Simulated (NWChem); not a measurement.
Molecule: C3H4FNSi; SMILES C(=C(/[SiH3])C#N)/F

```xyz
10

N     -0.7403    -2.6982     0.0000
C     -0.5407    -1.5545     0.0000
C     -0.2304    -0.1635     0.0000
Si     1.5965     0.3450     0.0000
C     -1.2550     0.7045     0.0000
F     -1.0733     2.0079     0.0000
H      1.6908     1.8294     0.0000
H      2.2426    -0.2220    -1.2178
H      2.2426    -0.2220     1.2178
H     -2.3140     0.4236     0.0000
```
Atoms are numbered in this order, from 1.

Results from NWChem. Pople sets run with spherical d functions. The geometry was optimised at PBE0/def2-SVP. Atomic charges in e: unrestrained fits to the electrostatic potential beside Mulliken populations; buried atoms are poorly determined by the fit.

For level B3LYP/def2-SVP:

* **Mulliken N1**: 0.04
* **Mulliken C2**: -0.12
* **ESP Si4**: 0.55
* **Mulliken Si4**: 0.48

Question: How do the values read with level Hartree-Fock/6-31G* instead?

Answer: 
| Item | Value |
|---|---|
| Mulliken N1 | -0.40 |
| Mulliken C2 | 0.24 |
| ESP Si4 | 0.67 |
| Mulliken Si4 | 0.71 |
